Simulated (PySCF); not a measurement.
## Electron correlation in Ba⁺ (barium, charge +1)

[Xe] 5d1, 2D determinant (an excited configuration). Computed with PySCF 2.14 in x2c-TZVPPall, with scalar relativity by spin-free X2C-1e. Frozen: [Kr] 4d10; 9 electrons correlated.

```json
{"level": "CCSD", "correlation energy (mhartree)": "-182.44"}
{"level": "(T)", "correlation energy (mhartree)": "-4.72"}
{"level": "CCSD(T)", "correlation energy (mhartree)": "-187.16"}
```

Diagnostics: T1 = 0.0053, D1 = 0.0114, largest double amplitude 0.017.

Spin-orbit coupling, absent here, splits the open shell strongly.

Cost of the coupled-cluster step: about 15 core-seconds, for 9 correlated electrons.

This basis was not built for core-valence correlation, so the inner-shell part is incomplete.
